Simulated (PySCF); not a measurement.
## Electron correlation in Mn (manganese, neutral)

[Ar] 3d4 4s2 5s1, high-spin 6D determinant (an excited configuration). Calculation: PySCF 2.14, in aug-cc-pVTZ with one added diffuse shell each of s, p, d, f, g type (9s8p6d4f3g, 118 functions); no relativity, point nucleus. Frozen: [Ar]; 7 electrons correlated.

MP2 pair energies summed by pair of shells (mhartree):

```
 pair  energy  share (%)
3d-3d  -40.08       40.7
3d-4s  -26.62       27.0
4s-4s  -25.61       26.0
4s-5s   -5.33        5.4
3d-5s   -0.86        0.9
```

Total MP2 correlation energy: -98.51 mhartree.

Same-spin part -53.87 and opposite-spin part -44.64 mhartree; SCS-MP2 scales them by 1/3 and 6/5 to -71.53 mhartree.
